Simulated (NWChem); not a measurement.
## Atomisation of HISSi

```xyz
4

Si    -1.3009     0.8844     0.0000
I      0.3148    -1.0508     0.0000
S      0.1459     2.4907     0.0000
H     -0.8052     3.4597     0.0000
```
Charge 0, spin multiplicity 1.

Program: NWChem. The geometry was optimised at B3LYP/def2-SVP with def2 effective core potentials on I, a minimum by its harmonic frequencies. It is one conformer; others weren't searched.

Basis set: def2-TZVP. The atomisation energy is electronic alone: no zero-point, thermal, spin-orbit or counterpoise terms. No value is extrapolated to the basis-set limit. Free atoms are single determinants with multiplicities Si 3, I 2, S 3, H 2.

Effective core potentials replace the inner electrons of I; spin-orbit coupling is left out. B3LYP has NWChem's definition, with VWN1-RPA local correlation. The structure started from a generated list of species. The stability of the SCF solutions was not checked. Open-shell Hartree-Fock references start from PBE0 orbitals.

### Question
Order these methods by the atomisation energy they give, lowest first: HF, BHandHLYP, PBE0, B3LYP.

### Answer
HF (162.1 kcal/mol), BHandHLYP (232.2 kcal/mol), B3LYP (242.1 kcal/mol), PBE0 (247.5 kcal/mol)
